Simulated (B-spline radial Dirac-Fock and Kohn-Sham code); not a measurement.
## Binding energies of Au⁺ at several levels of theory

System: Au⁺, 1s2 2s2 2p6 3s2 3p6 3d10 4s2 4p6 4d10 4f14 5s2 5p6 5d10.

The density-functional columns are spherical, spin-unpolarised Dirac-Kohn-Sham results without Breit or QED terms: −ε is minus the orbital energy of the initial state and ΔSCF the difference of two total energies. The reference in the last column comes from multi-electron Dirac-Fock with separately optimised hole states, Breit and Lamb-shift corrections added in first order. All numbers are from a radial atomic solver, in eV; a selection of levels is shown. For the 1s level of heavy atoms much of the gap between ΔSCF and the reference is the Breit and QED part, -435.1 eV here; for other levels the error of the functional can be larger.

```tsv
level	LDA −ε	LDA ΔSCF	PBE −ε	PBE ΔSCF	Dirac-Fock
K	80553.6	81160.7	80618.1	81227.3	80735.8
L1	14211.1	14322.5	14220.6	14331.7	14377.4
L2	13636.9	13781.4	13641.2	13785.7	13750.1
L3	11803.4	11924.3	11805.8	11926.6	11935.3
M1	3360.0	3392.0	3362.5	3394.3	3449.8
M2	3100.1	3134.7	3101.1	3135.5	3170.7
M3	2695.6	2726.4	2696.0	2726.7	2765.8
M4	2260.7	2298.1	2260.3	2297.7	2308.4
M5	2173.6	2209.7	2173.3	2209.3	2223.0
N1	735.2	749.4	736.4	750.6	784.2
N2	624.2	638.3	624.7	638.8	664.9
N3	526.9	540.3	527.5	540.8	567.3
N4	344.4	357.5	344.4	357.5	372.2
N5	326.3	339.2	326.3	339.1	354.0
N6	92.00	104.3	91.48	103.8	101.6
N7	88.19	100.4	87.66	99.86	97.97
O1	117.0	124.7	116.5	124.3	131.1
O2	80.83	88.25	80.34	87.75	91.21
O3	64.18	71.23	63.91	70.95	74.94
O4	16.60	22.56	16.30	22.25	20.07
O5	15.02	20.84	14.73	20.55	18.55
```

Question: Order the estimates of the K (1s) level by their distance from the Dirac-Fock value, nearest first.
A. LDA −ε
B. PBE −ε
C. LDA ΔSCF
D. PBE ΔSCF

Answer: B (117.8 eV), A (182.2 eV), C (424.9 eV), D (491.4 eV).

An eigenvalue near the reference for a deep level is a cancellation of errors: it lacks relaxation, carries self-interaction and omits Breit and QED terms.

For the outermost level NIST gives 20.203 ± 0.025 eV (measured); the differences from it are LDA −ε -5.18, LDA ΔSCF +0.64, PBE −ε -5.47, PBE ΔSCF +0.34, Dirac-Fock -1.66 eV.

Values without a named source are computed, but for edge energies of neutral atoms, which are taken from tables.
